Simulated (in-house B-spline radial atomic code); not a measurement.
What moves the levels of Mn ([Ar] 3d5 4s2)? Computed with an all-electron radial atomic-structure program (B-spline basis): Dirac-Hartree-Fock, average of configuration, Fermi nucleus of rms radius 3.7057 fm.

Baseline run (computed): total energy -1157.3220 hartree, 1s1/2 at -242.6392 hartree, 4s1/2 at -6.9231 eV with <r> = 3.315 bohr.

Scaling the speed of light c (a factor of 100 is close to the non-relativistic limit):

```json
{"c/c0": "0.9", "ΔE (hartree)": "-1.8426", "4s1/2 level (eV)": "-6.9435", "4s1/2 <r> (bohr)": "3.307"}
{"c/c0": "0.98", "ΔE (hartree)": "-0.32287", "4s1/2 level (eV)": "-6.92667", "4s1/2 <r> (bohr)": "3.314"}
{"c/c0": "1.02", "ΔE (hartree)": "0.30366", "4s1/2 level (eV)": "-6.91977", "4s1/2 <r> (bohr)": "3.317"}
{"c/c0": "1.5", "ΔE (hartree)": "4.3079", "4s1/2 level (eV)": "-6.87603", "4s1/2 <r> (bohr)": "3.334"}
{"c/c0": "100", "ΔE (hartree)": "7.698", "4s1/2 level (eV)": "-6.83942", "4s1/2 <r> (bohr)": "3.349"}
```

Changing the nucleus:

```
                               nucleus   ΔE (eV)
Gaussian nucleus of rms radius 0.01 fm   -0.0927
 Fermi nucleus of rms radius 3.6316 fm  -0.00361
 Fermi nucleus of rms radius 3.7798 fm   0.00368
```

A larger nucleus binds the electrons less, roughly as the density at the nucleus times the change of the nuclear <r²>. A radius of 0.01 fm is nearly a point.

Task: The nuclear charge is raised by 0.1. What does the Hellmann-Feynman theorem predict for the energy, and what is found?

Result: dE/dZ ≈ -Σ<1/r>, which is -110.693 at the start and -111.283 at the end; their mean times 0.1 is -11.099 hartree, and the two runs differ by -11.099 hartree.
